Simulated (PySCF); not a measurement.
CH5BeN, SMILES [NH2][Be][CH3]. Atoms are numbered in the order given.

```xyz
8

Be    -0.0537    -0.0254     0.0486
C      1.1270     0.4139    -1.0717
H      2.0418    -0.1765    -0.9643
H      1.4155     1.4640    -0.9532
H      0.7845     0.2973    -2.1042
N     -1.1083    -0.4080     1.0535
H     -1.5230    -1.3222     1.1426
H     -1.5077     0.2119     1.7404
```

The structure is a stationary point at B3LYP-D3(BJ)/def2-TZVP. The values are those of a single conformer.

The numbers are results of PBE0/pcJ-1 (PySCF), not measurements.

Isotropic couplings with Fermi-contact, spin-dipole and both spin-orbit terms, one fixed conformer, no vibrational averaging. Isotopes: 13C, 14N, 1H.

Estimate the spin–spin coupling constants. (Estimate from the structure and the level; the computed values follow.)


```json
[
 {"pair": "C2–H3", "bonds apart": "1", "J (Hz)": "114.6"},
 {"pair": "C2–H4", "bonds apart": "1", "J (Hz)": "111.9"},
 {"pair": "C2–H5", "bonds apart": "1", "J (Hz)": "114.6"},
 {"pair": "N6–H7", "bonds apart": "1", "J (Hz)": "52.2"},
 {"pair": "N6–H8", "bonds apart": "1", "J (Hz)": "52.2"},
 {"pair": "C2–N6", "bonds apart": "2", "J (Hz)": "2.3"},
 {"pair": "H3–H4", "bonds apart": "2", "J (Hz)": "-16.4"},
 {"pair": "H3–H5", "bonds apart": "2", "J (Hz)": "-15.4"},
 {"pair": "H4–H5", "bonds apart": "2", "J (Hz)": "-16.4"},
 {"pair": "H7–H8", "bonds apart": "2", "J (Hz)": "-10.7"},
 {"pair": "H3–H8", "bonds apart": "4", "J (Hz)": "-0.3"},
 {"pair": "H4–H8", "bonds apart": "4", "J (Hz)": "0.5"},
 {"pair": "H5–H8", "bonds apart": "4", "J (Hz)": "-0.3"}
]
```
